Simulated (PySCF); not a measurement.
## Finite-field polarisability of As (arsenic, neutral)

[Ar] 3d10 4s2 4p3, high-spin 4S determinant. All numbers are calculated (PySCF 2.14, the non-relativistic Hamiltonian (point nucleus), in def2-QZVPPD (12s7p5d4f1g, 95 functions)). Frozen: [Ar] 3d10. Energy changes in a uniform field (μhartree):

```json
{"axis": "x", "F (au)": "0.0026", "HF": "-102.831", "MP2": "-101.508", "CCSD": "-101.719", "CCSD(T)": "-101.843"}
{"axis": "x", "F (au)": "0.0052", "HF": "-411.494", "MP2": "-406.201", "CCSD": "-407.048", "CCSD(T)": "-407.546"}
```

Question: Derive α along x at CCSD(T) from the two fields.

Answer: With ΔE = −αF²/2 − γF⁴/24, α = −(16 ΔE(F) − ΔE(2F))/(6F²) = 30.13 bohr³.

Question: And the mean polarisability at each level?

Answer: HF 30.42, MP2 30.03, CCSD 30.09, CCSD(T) 30.13 bohr³. Reference: 30 ± 1 bohr³ (recommended; Schwerdtfeger and Nagle, table of static dipole polarizabilities (2023 update)).
